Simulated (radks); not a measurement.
Question: Re21+, 54 electrons, occupied as [Kr] 4d10 4f8. Calculated with a radial shooting solver on a logarithmic mesh with Libxc functionals: non-relativistic Kohn-Sham, LDA (Slater exchange, Perdew-Wang correlation), spin-unpolarised, spherical densities, point nucleus; relativity is left out, which matters for an element this heavy. Some entries of the table are withheld. Estimate them.

| orbital | occ. | eigenvalue (eV) | <r> (bohr) |
|---|---|---|---|
| 1s | 2 | -66090.03 | 0.02021 |
| 2s | 2 | (1) | 0.08531 |
| 2p | 6 | -10940.48 | 0.07213 |
| 3s | 2 | -3052.370 | 0.2161 |
| 3p | 6 | -2848.294 | (2) |
| 3d | 10 | -2466.588 | 0.1806 |
| 4s | 2 | -1039.494 | 0.4673 |
| 4p | 6 | -952.4444 | 0.4701 |
| 4d | 10 | -793.1602 | (3) |
| 4f | 8 | (4) | 0.4706 |

Answer: 
(1) 2s eigenvalue (eV): -11378.92
(2) 3p <r> (bohr): 0.2062
(3) 4d <r> (bohr): 0.4733
(4) 4f eigenvalue (eV): -583.1180
